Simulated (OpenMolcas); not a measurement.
**Nb III: the spin-orbit constant, worked from levels**

```
Program             : OpenMolcas
Basis               : ANO-RCC-VQZP [8s7p5d3f2g1h]
Scalar Hamiltonian  : DKH2, point nucleus
Active space        : 9 electrons in 8 orbitals (RAS1 4p, at most 2 holes; RAS2 4d)
State averaging     : 2S+1 = 4 even, 10 roots; 2S+1 = 2 even, 40 roots
Spin-orbit coupling : RASSI with atomic mean-field integrals over the reference wave functions, term energies averaged over their components
```

Methods: RASSCF; MS-RASPT2, IPEA 0.25 Eh, imaginary shift 0.1 Eh (closed shells correlated: 4s). Measured levels: the list in Shadmi, J. Res. Natl. Bur. Stand. 70A, 435 (1966).

**The spin-orbit constant.** For the Hund term 4F of d3, E(J) = (A/2) J(J+1) + constant and ζ = 2S·A = 3A. From J = 3/2 to J = 9/2 the energy changes by 10.5 A.

```csv
Source,E(9/2) - E(3/2),A,ζ
RASSCF,2055.3,195.7,587
MS-RASPT2,2049.5,195.2,586
measured,1939.0,184.7,554
```

All in cm-1. MS-RASPT2 is off by +5.7 % and RASSCF by +6.0 %. Both methods take the spin-orbit matrix elements from the reference wave functions, so the second can move ζ only through the term energies and any multistate remixing. Second-order mixing with other terms is absorbed into this ζ.

CASPT2 does not keep the components of a term degenerate, so their means are used; among the terms shown or strongly mixed into the levels shown the widest spread is 1900 cm-1 (4d3 4F, MS-RASPT2). Active for correlation alone: 4p; no level in the range computed is led by a configuration that opens it, so any true level of that kind is missing. Without dynamic correlation excited terms often stand tens of per cent too high (terms of higher spin than the ground term too low), and those without a measured partner can miss by more than the paired ones (holds for RASSCF). Computed and measured levels are paired by configuration, term and J; levels that our copy of the source lacks, or whose pairing is in doubt (as where it misses far off the trend of its configuration), stay unpaired and out of the deviations. Levels of configurations outside the active space are missing.
